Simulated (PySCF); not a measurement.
HCu, triplet, geometry from GFN2-xTB (such geometries of metal compounds can be far from the true shape) (the multiplicity is a formal guess), with bond 2-1 at 1.8 times its length; CASSCF(2,3)/STO-3G (PySCF).

PySCF was given this input:
```python
from pyscf import gto, scf, mcscf
import numpy

mol = gto.M(
    atom='''
Cu   -0.00000000   -0.00000000   -0.05223077
H     0.00000000    0.00000000    2.76823101
''',
    basis='sto-3g',
    spin=2,
    verbose=4,
)

mf = scf.ROHF(mol)
mf.kernel()
mc = mcscf.CASSCF(mf, 3, 2)
mc.fix_spin_(ss=2.0)
mc.kernel()
occ = numpy.linalg.eigvalsh(mc.fcisolver.make_rdm1(mc.ci, mc.ncas, mc.nelecas))[::-1]
ss = mc.fcisolver.spin_square(mc.ci, mc.ncas, mc.nelecas)[0]
print('natural occupations', occ.round(4), ' <S^2>', round(ss, 4))
```

Problem. What does PySCF print? Leave out banner, timings and long lists.

Solution. 
```
PySCF version 2.14.0

[INPUT] verbose = 4
[INPUT] num. atoms = 2
[INPUT] num. electrons = 30
[INPUT] charge = 0
[INPUT] spin (= nelec alpha-beta = 2S) = 2
[INPUT] symmetry False subgroup None
[INPUT] Mole.unit = angstrom
[INPUT] Symbol           X                Y                Z      unit          X                Y                Z       unit  Magmom
[...]
nuclear repulsion = 5.44100233000853
number of shells = 9
number of NR pGTOs = 57
number of NR cGTOs = 19
basis = sto-3g
ecp = {}

******** <class 'pyscf.scf.rohf.ROHF'> ********
method = ROHF
initial guess = minao
damping factor = 0
level_shift factor = 0
DIIS = <class 'pyscf.scf.diis.CDIIS'>
diis_start_cycle = 1
diis_space = 8
diis_damp = 0
SCF conv_tol = 1e-09
SCF conv_tol_grad = None
SCF max_cycles = 50
direct_scf = True
direct_scf_tol = 1e-13
num. doubly occ = 14  num. singly occ = 2
Set gradient conv threshold to 3.16228e-05
init E= -1617.84381639987

WARN: HOMO -0.0877058394617477 >= LUMO -0.0876351677181592

cycle= 1 E= -1615.03918808243  delta_E=  2.8  |g|= 2.47  |ddm|= 3.39

WARN: HOMO -0.641410234044552 >= LUMO -0.64141023404455

cycle= 2 E= -1618.21392384344  delta_E= -3.17  |g|= 0.865  |ddm|=  3.6

WARN: HOMO 0.68743349712834 >= LUMO 0.60749101246505

cycle= 3 E= -1609.4797791296  delta_E= 8.73  |g|= 0.59  |ddm|= 4.15
[...]
cycle= 4 E= -1618.17113477462  delta_E= -8.69  |g|= 0.908  |ddm|= 4.15

WARN: HOMO 0.0675054120082958 >= LUMO -0.62475462969109

cycle= 5 E= -1618.76675232451  delta_E= -0.596  |g|= 0.984  |ddm|= 1.52

WARN: HOMO 0.0507436950157324 >= LUMO -0.614873854623892

cycle= 6 E= -1618.76783569972  delta_E= -0.00108  |g|= 0.981  |ddm|= 0.0216

WARN: HOMO 0.0476393866074141 >= LUMO -0.632720142860669

cycle= 7 E= -1618.76532407305  delta_E= 0.00251  |g|= 0.987  |ddm|=  0.1

WARN: HOMO 0.0442075904338877 >= LUMO -0.629123916473384

cycle= 8 E= -1618.76196888925  delta_E= 0.00336  |g|= 0.987  |ddm|= 0.0242

WARN: HOMO 0.0441677713839412 >= LUMO -0.629094422230438

cycle= 9 E= -1618.76196810889  delta_E= 7.8e-07  |g|= 0.987  |ddm|= 4.88e-05

WARN: HOMO 0.0128801373154796 >= LUMO -0.586141363113772

cycle= 10 E= -1618.7676473135  delta_E= -0.00568  |g|= 0.972  |ddm|= 0.0603

WARN: HOMO 0.0202117355205998 >= LUMO -0.587329430983036

cycle= 11 E= -1618.76861148518  delta_E= -0.000964  |g|= 0.973  |ddm|= 0.0126

WARN: HOMO 1.46879170072765 >= LUMO 1.45990065208807

cycle= 12 E= -1609.44899652189  delta_E= 9.32  |g|= 0.201  |ddm|= 4.14

[...]
[...]
cycle= 48 E= -1609.38350627308  delta_E= 9.53  |g|= 0.204  |ddm|= 4.18

WARN: HOMO -0.0687641256665026 >= LUMO -0.0771870592008804

cycle= 49 E= -1618.33171301745  delta_E= -8.95  |g|= 0.619  |ddm|= 4.19
[...]
cycle= 50 E= -1618.89778345859  delta_E= -0.566  |g|= 0.69  |ddm|= 1.54
SCF not converged.
SCF energy = -1618.89778345859

******** <class 'pyscf.mcscf.mc1step.CASSCF'> ********
CAS (2e+0e, 3o), ncore = 14, nvir = 2
max_cycle_macro = 50
max_cycle_micro = 4
conv_tol = 1e-07
conv_tol_grad = None
orbital rotation max_stepsize = 0.02
orbital rotation threshold for CI restart = 0.01
augmented hessian ah_max_cycle = 30
augmented hessian ah_conv_tol = 1e-12
augmented hessian ah_linear dependence = 1e-14
augmented hessian ah_level shift = 1e-08
augmented hessian ah_start_tol = 2.5
augmented hessian ah_start_cycle = 3
augmented hessian ah_grad_trust_region = 3
kf_trust_region = 3
kf_interval = 4
ci_response_space = 4
ci_grad_trust_region = 3
with_dep4 0
natorb = False
canonicalization = True
sorting_mo_energy = False
ao2mo_level = 2
internal_rotation = False
******** <class 'pyscf.fci.addons.SpinPenaltyFCISolver'> ********
max. cycles = 50
conv_tol = 1e-08
davidson only = True
linear dependence = 1e-12
level shift = 0.001
max iter space = 12
nroots = 1
pspace_size = 400
spin = None
CASCI E = -1618.89778345859  S^2 = 2.0000000
Set conv_tol_grad to 0.000316228
macro iter   1 ( 17 JK    4 micro), CASSCF E = -1619.03073966206  dE = -1.32956203e-01  S^2 = 2.0000000
               |grad[o]|= 0.69  |grad[c]|=0.122  |ddm|=2.62e-05  |maxRot[o]|=0.201
macro iter   2 ( 19 JK    4 micro), CASSCF E = -1619.03074058791  dE = -9.25842187e-07  S^2 = 2.0000000
               |grad[o]|=0.00266  |grad[c]|=3.9e-06  |ddm|=3.38e-05  |maxRot[o]|=0.0196
macro iter   3 (  3 JK    1 micro), CASSCF E = -1619.03074058861  dE = -7.00993041e-10  S^2 = 2.0000000
               |grad[o]|=8.65e-05  |grad[c]|=7.79e-07  |ddm|=    0  |maxRot[o]|=0.0151
macro iter   4 (  1 JK    1 micro), CASSCF E = -1619.03074058861  dE =  0.00000000e+00  S^2 = 2.0000000
               |grad[o]|=1.3e-05  |grad[c]|=7.78e-07  |ddm|=    0  |maxRot[o]|=    0
1-step CASSCF converged in   4 macro ( 40 JK  10 micro) steps
CASSCF canonicalization
Density matrix diagonal elements [1.00000000e+00 1.00000000e+00 2.11261807e-10]
CASSCF energy = -1619.03074058861
CASCI E = -1619.03074058861  E(CI) = -0.783082719746290  S^2 = 2.0000000
natural occupations [1. 1. 0.]  <S^2> 2.0
```

The run did not converge; its last values are not results.
